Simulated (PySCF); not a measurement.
## Electron correlation in Ar⁺ (argon, charge +1)

[Ne] 3s2 3p5, 2P determinant. Computed with PySCF 2.14 in aug-cc-pVDZ-DK (5s4p2d, 27 functions), with scalar relativity by spin-free X2C-1e. Frozen: [Ne]; 7 electrons correlated.

MP2 pair energies summed by pair of shells (mhartree):

```json
{"pair": "3p-3p", "energy": "-81.63", "share (%)": "68.8"}
{"pair": "3s-3p", "energy": "-30.14", "share (%)": "25.4"}
{"pair": "3s-3s", "energy": "-6.80", "share (%)": "5.7"}
```

Total MP2 correlation energy: -118.57 mhartree.

Same-spin part -29.91 and opposite-spin part -88.65 mhartree; SCS-MP2 scales them by 1/3 and 6/5 to -116.36 mhartree.

```tsv
level	correlation energy (mhartree)
CCSD	-135.91
(T)	-1.71
CCSD(T)	-137.62
```

Diagnostics: T1 = 0.0053, D1 = 0.0182, largest double amplitude 0.043.

Q: Is a single reference adequate?

A: Yes: T1 lies below 0.03 and no double amplitude reaches 0.07.
